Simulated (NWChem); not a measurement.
System: NS, doublet; SMILES [N]=S

NWChem printed, in part:

```
             Northwest Computational Chemistry Package (NWChem) 7.3.0
             --------------------------------------------------------

                             Geometry "geometry" -> ""
                             -------------------------

 Output coordinates in angstroms (scale by  1.889725989 to convert to a.u.)

  No.       Tag          Charge          X              Y              Z
 ---- ---------------- ---------- -------------- -------------- --------------
    1 N                    7.0000     0.00000000     0.00000000    -1.04864300
    2 S                   16.0000     0.00000000     0.00000000     0.47604100

 Effective nuclear repulsion energy (a.u.)      38.8722200062

                                 NWChem DFT Module
                                 -----------------

 Summary of "ao basis" -> "ao basis" (spherical)
 ------------------------------------------------------------------------------
       Tag                 Description            Shells   Functions and Types
 ---------------- ------------------------------  ------  ---------------------
 N                           3-21g                   5        9   3s2p
 S                           3-21g                   7       13   4s3p

 in cosmo_initialize ...
 calling solv_data for solv:h2o

 solvent parameters
 solvname_short: h2o
 solvname_long:  water
 dielec:       78.4000
 dielecinf:     1.7769
 aqueous SMD model solvent descriptors
 dielec:       78.4000
 sola:          0.8200

          ---------------
          -cosmo- solvent
          ---------------
 Cosmo: York-Karplus, doi: 10.1021/jp992097l
 dielectric constant -eps-     =  78.40
 screen = (eps-1)/(eps    )    =   0.98724
 surface charge correction     = lagrangian

   van der Waals surface
 --------------------------

[...]

                                COSMO-SMD solvation results
                                ---------------------------

             internal energy in gas <Psi(g)|H|Psi(g)> =      -450.353934220057
         internal energy in solvent <Psi(s)|H|Psi(s)> =      -450.353593123435
                               delta internal energy  =         0.000341096622 (    0.21 kcal/mol)
   total free energy in solvent <Psi(s)|H+V/2|Psi(s)> =      -450.356146547975
 polarization energy contribution <Psi(s)|V/2|Psi(s)> =        -0.002553424540 (   -1.60 kcal/mol)
    total free energy in solvent including G(SMD-CDS) =      -450.356808576267
                       G(SMD-CDS) energy contribution =        -0.000662028292 (   -0.42 kcal/mol)
     1 M fixed-concentration free energy of solvation =        -0.002874356209 (   -1.80 kcal/mol)

                    DFT Final Alpha Molecular Orbital Analysis
                    ------------------------------------------

 Vector   10  Occ=1.000000D+00  E=-4.065194D-01
              MO Center=  4.4D-11,  2.1D-11, -2.4D-01, r^2= 1.5D+00
   Bfn.  Coefficient  Atom+Function         Bfn.  Coefficient  Atom+Function
  ----- ------------  ---------------      ----- ------------  ---------------
    16      0.390355  2 S  px                 7      0.321309  1 N  px
     3      0.301127  1 N  px                20      0.300505  2 S  px
    12     -0.186276  2 S  px                17      0.184459  2 S  py
     8      0.151792  1 N  py                 4      0.142243  1 N  py
    21      0.142038  2 S  py                13     -0.088026  2 S  py

 Vector   11  Occ=1.000000D+00  E=-3.955235D-01
              MO Center= -5.3D-11,  4.3D-12, -5.8D-01, r^2= 1.8D+00
   Bfn.  Coefficient  Atom+Function         Bfn.  Coefficient  Atom+Function
  ----- ------------  ---------------      ----- ------------  ---------------
    18     -0.421135  2 S  pz                 5      0.391695  1 N  pz
     9      0.390618  1 N  pz                 6     -0.351052  1 N  s
    19     -0.304109  2 S  s                 14      0.194714  2 S  pz
    22     -0.134852  2 S  pz                 1      0.088567  1 N  s
     2     -0.081667  1 N  s                 11      0.053302  2 S  s

 Vector   12  Occ=1.000000D+00  E=-2.282232D-01
              MO Center=  4.1D-12, -8.7D-12, -1.5D-01, r^2= 1.8D+00
   Bfn.  Coefficient  Atom+Function         Bfn.  Coefficient  Atom+Function
  ----- ------------  ---------------      ----- ------------  ---------------
     8      0.448325  1 N  py                17     -0.438779  2 S  py
    21     -0.427743  2 S  py                 4      0.365962  1 N  py
     7     -0.211960  1 N  px                16      0.207511  2 S  px
    20      0.202244  2 S  px                13      0.196182  2 S  py
     3     -0.173035  1 N  px                12     -0.092777  2 S  px

 Vector   13  Occ=0.000000D+00  E=-1.276674D-01
              MO Center=  2.9D-12,  1.4D-12, -3.0D-01, r^2= 1.8D+00
   Bfn.  Coefficient  Atom+Function         Bfn.  Coefficient  Atom+Function
  ----- ------------  ---------------      ----- ------------  ---------------
     7      0.501101  1 N  px                20     -0.418479  2 S  px
    16     -0.392204  2 S  px                 3      0.377734  1 N  px
     8      0.236964  1 N  py                21     -0.197889  2 S  py
    17     -0.185417  2 S  py                 4      0.178611  1 N  py
    12      0.176629  2 S  px                13      0.083506  2 S  py

[...]
```

Level: PBE0/3-21G, spin-unrestricted, SMD on the gas-phase geometry. The state is orbitally degenerate and is run as one real component. Structure relaxed at the PBE-D3(BJ)/def2-SVP, spin-unrestricted level. No stability test was run on the SCF state. Solvent: water.

Question: Which NWChem input produces such a log?

Answer: Several could match; the one computed here: the input that was run:
```
start job
memory heap 200 mb stack 900 mb global 1100 mb
geometry units angstroms noautosym nocenter noautoz
  N      0.000000     0.000000    -1.048643
  S      0.000000     0.000000     0.476041
end
basis spherical
  N library 3-21g
  S library 3-21g
end
dft
  odft
  mult 2
  xc pbe0
  iterations 150
end
cosmo
  do_cosmo_smd true
  solvent water
end
task dft energy
```
